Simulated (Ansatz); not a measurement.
One change: `COB(C)O` becomes `COB(C)S`.

Ansatz, PBE0-D4/def2-TZVP geometries, multiplicity 1. Each molecule was computed in one conformer, which needn't be the lowest.

| property | `COB(C)O` |
| --- | --- |
| LUMO energy (ωB97M-V/def2-TZVPP) / eV | 2.19 |
| size of the dipole moment (B3LYP/def2-TZVPP) / D | 1.70 |
| HOMO–LUMO gap (ωB97M-V/def2-TZVPP) / eV | 13.05 |
| LUMO energy (PBE/def2-TZVPP) / eV | 0.12 |
| size of the dipole moment (ωB97M-V/def2-TZVPP) / D | 1.70 |
| HOMO–LUMO gap (PBE/def2-TZVPP) / eV | 6.98 |

Problem. Give the same properties after the change, and the shifts. (An estimate is asked.)

Solution. Computed: 
```json
{"property": "LUMO energy (ωB97M-V/def2-TZVPP) / eV", "`COB(C)S`": "2.01", "shift": "-0.18"}
{"property": "size of the dipole moment (B3LYP/def2-TZVPP) / D", "`COB(C)S`": "0.15", "shift": "-1.55"}
{"property": "HOMO–LUMO gap (ωB97M-V/def2-TZVPP) / eV", "`COB(C)S`": "11.82", "shift": "-1.23"}
{"property": "LUMO energy (PBE/def2-TZVPP) / eV", "`COB(C)S`": "-0.56", "shift": "-0.68"}
{"property": "size of the dipole moment (ωB97M-V/def2-TZVPP) / D", "`COB(C)S`": "0.15", "shift": "-1.55"}
{"property": "HOMO–LUMO gap (PBE/def2-TZVPP) / eV", "`COB(C)S`": "5.80", "shift": "-1.18"}
```

With PBE0 the HOMO rises by 0.84 eV and the LUMO falls by 0.48 eV, so the gap narrows by about 1.32 eV. PBE moves the HOMO by 0.50 eV and ωB97M-V by 1.05 eV. Dipoles are sizes alone; their direction can turn.

B3LYP here is the variant with VWN-RPA as its local correlation; programs differ in this.
